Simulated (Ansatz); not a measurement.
C$_{7}$H$_{8}$ClGa (`[CH3][Ga]([Cl])[c]1ccccc1`), relaxed with RKS PBE0-D4/def2-TZVP in Ansatz 0.2.0 from a GFN2-xTB geometry. The force threshold is 0.005 eV/Å; the program also tests the step.

The species carries charge 0 and has multiplicity 1.

Start:

```xyz
17

C     2.543   -2.294    0.277
Ga    1.705   -0.748   -0.776
Cl    2.718   -0.109   -2.505
C    -0.012    0.219   -0.272
C    -0.726   -0.173    0.857
C    -1.890    0.488    1.213
C    -2.348    1.545    0.446
C    -1.646    1.944   -0.680
C    -0.483    1.283   -1.037
H     1.867   -3.148    0.358
H     2.819   -1.989    1.289
H     3.447   -2.617   -0.245
H    -0.364   -1.002    1.457
H    -2.440    0.178    2.091
H    -3.255    2.061    0.726
H    -2.005    2.769   -1.278
H     0.071    1.591   -1.920
```

Problem. How much energy does the relaxation release, and in how many steps? (Best estimate.)

Solution. The calculation gave: 15.22 kJ/mol, in 7 steps.

Problem. Which bonds change most? (Best estimate.)

Solution. Computed: C1–Ga2 from 2.050 to 1.954 Å; Ga2–C4 from 2.034 to 1.943 Å; Ga2–Cl3 from 2.103 to 2.169 Å; C4–C5 from 1.392 to 1.397 Å.

Problem. Give the relaxed structure. (An estimate is asked.)

Solution. Ansatz gave: 
```xyz
17

C     2.526   -2.260    0.234
Ga    1.657   -0.768   -0.682
Cl    2.630   -0.026   -2.472
C     0.021    0.183   -0.235
C    -0.721   -0.181    0.891
C    -1.889    0.489    1.221
C    -2.332    1.536    0.426
C    -1.607    1.911   -0.697
C    -0.439    1.238   -1.024
H     1.842   -3.107    0.315
H     2.812   -1.966    1.246
H     3.417   -2.574   -0.308
H    -0.388   -0.998    1.524
H    -2.456    0.196    2.098
H    -3.245    2.062    0.681
H    -1.953    2.729   -1.318
H     0.124    1.536   -1.903
```
